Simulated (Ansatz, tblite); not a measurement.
Removing and adding an electron: Si20H28, a nanocrystal cut from cubic silicon. Charge 0, multiplicity 1. Geometry: PBE-D4/def2-SVP. Ansatz, gas phase; energy differences of separate SCF runs; the oxidised species was run as a doublet alone; the reduced species was run as a doublet alone.

Cartesian coordinates in Å:
```
Si 0.937 0.178 4.244
Si 2.471 3.507 -1.042
Si 1.686 -0.074 -3.447
Si -0.135 -3.025 2.272
Si 0.352 -3.063 -1.529
Si 1.232 0.084 0.426
Si -1.427 2.323 1.951
Si -1.103 2.114 -1.824
Si -2.458 -0.946 0.044
Si -2.009 -1.011 -3.788
Si 2.627 1.953 0.722
Si 1.357 -1.210 2.389
Si -1.115 1.324 4.061
Si 1.843 -1.244 -1.412
Si 0.245 4.032 -1.612
Si -0.493 0.789 -3.670
Si 0.502 -4.355 0.434
Si -2.357 -2.315 1.954
Si -1.850 -2.272 -1.806
Si -0.966 0.863 0.166
H 0.934 -0.644 5.509
H 2.048 1.193 4.354
H 3.186 4.777 -0.646
H 3.169 2.944 -2.253
H 1.940 -1.039 -4.581
H 2.711 1.027 -3.532
H -0.041 -3.835 3.545
H 0.710 -3.909 -2.731
H -0.490 3.500 1.835
H -2.838 2.844 1.829
H -2.539 2.551 -2.015
H -3.859 -0.416 -0.159
H -1.692 -1.881 -4.980
H -3.413 -0.481 -3.946
H 4.057 1.498 0.886
H 2.213 2.638 2.001
H 2.760 -1.764 2.507
H -1.173 2.392 5.127
H -2.242 0.357 4.316
H 3.247 -1.761 -1.201
H 0.237 4.811 -2.905
H -0.332 4.917 -0.535
H -0.583 1.616 -4.933
H 1.921 -4.834 0.623
H -0.398 -5.562 0.328
H -3.223 -3.531 1.725
H -2.872 -1.598 3.175
H -2.781 -3.462 -1.877
```

The xTB rows come from tblite. Single mean-field runs in def2-SVP are fitted with def2-universal-jkfit. HOMO above LUMO, or a gap near zero within one spin, warns that the state may not be the lowest or that an electron is smeared out.

```json
{"level": "GFN1-xTB", "−HOMO (eV)": "11.25", "vertical IE (eV)": "12.45", "−LUMO (eV)": "8.52", "vertical EA (eV)": "7.13", "HOMO–LUMO gap (eV)": "2.73", "IE − EA (eV)": "5.31", "remarks": "–"}
{"level": "GFN2-xTB", "−HOMO (eV)": "8.91", "vertical IE (eV)": "10.25", "−LUMO (eV)": "6.00", "vertical EA (eV)": "4.57", "HOMO–LUMO gap (eV)": "2.92", "IE − EA (eV)": "5.68", "remarks": "–"}
{"level": "PBE-D4/def2-SVP", "−HOMO (eV)": "6.18", "vertical IE (eV)": "7.74", "−LUMO (eV)": "2.10", "vertical EA (eV)": "0.78", "HOMO–LUMO gap (eV)": "4.07", "IE − EA (eV)": "6.97", "remarks": "HOMO above zero (-1 doublet), gap within one spin near zero (+1 doublet), gap within one spin near zero (-1 doublet)"}
{"level": "PBE0-D4/def2-SVP", "−HOMO (eV)": "7.14", "vertical IE (eV)": "8.23", "−LUMO (eV)": "1.47", "vertical EA (eV)": "0.58", "HOMO–LUMO gap (eV)": "5.68", "IE − EA (eV)": "7.64", "remarks": "HOMO above zero (-1 doublet)"}
{"level": "r2SCAN0-D4/def2-SVP", "−HOMO (eV)": "7.30", "vertical IE (eV)": "8.32", "−LUMO (eV)": "1.44", "vertical EA (eV)": "0.53", "HOMO–LUMO gap (eV)": "5.86", "IE − EA (eV)": "7.79", "remarks": "HOMO above zero (-1 doublet)"}
```

Relaxing the reduced species (PBE-D4/def2-SVP) changes its energy by -0.37 eV at PBE-D4/def2-SVP, so the adiabatic electron affinity to this nearest minimum is 1.15 eV. At PBE0-D4/def2-SVP it is 1.00 eV.     A HOMO above zero means that the electron is unbound at that level or that self-interaction error raises the level; the energy of removing that electron tells which. Raw xTB energy differences between charge states are shifted by several eV; the methods need an empirical correction for them. Sets without diffuse functions give affinities that are too small.
